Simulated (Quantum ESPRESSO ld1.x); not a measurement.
Results of a calculation; reference values are marked as such.
Problem. The mean radii <r> (bohr) of the occupied orbitals of an atom or ion are listed with their occupations. Code: ld1.x of Quantum ESPRESSO 7.5. Model: non-relativistic Kohn-Sham, LDA (Slater exchange, VWN5 correlation), spin-polarised, spherical densities, point nucleus.

| orbital | occ. | <r> |
|---|---|---|
| 1s down | 1 | 0.03634 |
| 1s up | 1 | 0.03634 |
| 2s up | 1 | 0.1589 |
| 2s down | 1 | 0.1589 |
| 2p up | 3 | 0.1361 |
| 2p down | 3 | 0.1361 |
| 3s up | 1 | 0.4415 |
| 3s down | 1 | 0.4414 |
| 3p up | 3 | 0.4362 |
| 3p down | 3 | 0.4361 |
| 3d up | 5 | 0.4144 |
| 3d down | 5 | 0.4142 |
| 4s up | 1 | 1.115 |
| 4s down | 1 | 1.111 |
| 4p up | 3 | 1.207 |
| 4p down | 3 | 1.202 |
| 4d up | 2 | 1.532 |
| 4f up | 1 | 3.457 |

Name the element and its charge. Open shells, if any, are filled with parallel spins first.

Solution. Z = 42, molybdenum, charge +3: Mo3+ in [Kr] 4d2 4f1. The 1s radius gives Z: for a bare nucleus <r> = 1.5/Z, 0.03571 bohr for Z = 42, and screening makes it slightly larger (0.03634 here). The occupations add up to 39, and the charge is Z minus that.
